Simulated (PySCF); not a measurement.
CH7AlBiN.
Cartesian coordinates in Å at the PBE0-D3(BJ)/def2-SVP level; atoms count from 1:
```
atom  x, y, z in Å
C1    -2.0814    1.0891    0.9701
N2    -1.4671    0.2356    0.3004
Al3   -0.4939   -0.9043   -0.6386
Bi4    2.2305    0.6406   -0.0442
H5    -1.5827    1.9579    1.4558
H6    -3.1809    1.0471    1.1339
H7    -0.4127   -0.6568   -2.2031
H8    -0.0039   -2.2168    0.1050
H9     2.3274    1.1855    1.6532
H10    3.9887    0.3182   -0.1279
H11    2.4248    2.3045   -0.6634
```

Level of theory: PBE0-D3(BJ)/def2-SVP geometry optimisation, gas phase, def2 core potentials past Kr (PySCF).

(1) Which atoms are bound to Al3, and at what distances?

(2) List the angles at Al3.

(3) Describe the arrangement about Al3 in numbers.

(4) Which atoms are bound to Bi4, and at what distances?

(5) List the angles at Bi4.

(6) Describe the arrangement about Bi4 in numbers.

(7) What are the other bond lengths?

(8) Give some angles away from the centre.

(9) What are the rotational constants (commonest isotopes, rigid rotor)?

## Answers

(1) 4 atoms: H7 1.586 Å, H8 1.586 Å, N2 1.769 Å, Bi4 3.188 Å. The nearest atom not counted as bound is C1, at 3.01 Å.

(2) 
```tsv
angle	degrees	distance of the outer atoms (Å)
H7–Al3–H8	125.2	2.82
N2–Al3–H8	117.0	2.86
N2–Al3–H7	116.8	2.86
Bi4–Al3–H7	93.7	3.65
N2–Al3–Bi4	93.4	3.74
Bi4–Al3–H8	92.8	3.63
```

(3) Angles from 92.8° to 125.2°; τ4 = (360° − α − β)/141° = 0.84 with α and β the two widest (0 for a square, 1 for a tetrahedron).

(4) 4 atoms: H9 1.785 Å, H11 1.786 Å, H10 1.790 Å, Al3 3.188 Å. The nearest atom not counted as bound is H8, at 3.63 Å.

(5) 
```csv
angle,degrees,distance of the outer atoms (Å)
Al3–Bi4–H10,138.0,4.67
Al3–Bi4–H11,118.7,4.34
Al3–Bi4–H9,111.8,4.19
H9–Bi4–H10,92.6,2.59
H10–Bi4–H11,92.6,2.58
H9–Bi4–H11,92.3,2.57
```

(6) Angles from 92.3° to 138.0°; τ4 = (360° − α − β)/141° = 0.73 with α and β the two widest (0 for a square, 1 for a tetrahedron).

(7) C1=N2 1.247 Å; C1–H5 1.113 Å; C1–H6 1.112 Å.

(8) C1–N2–Al3 176.0°.

(9) A = 5227, B = 895.3, C = 781.7 MHz: a near-prolate asymmetric top.

Charge 0, singlet. Whether it is a minimum is left open (no frequencies).
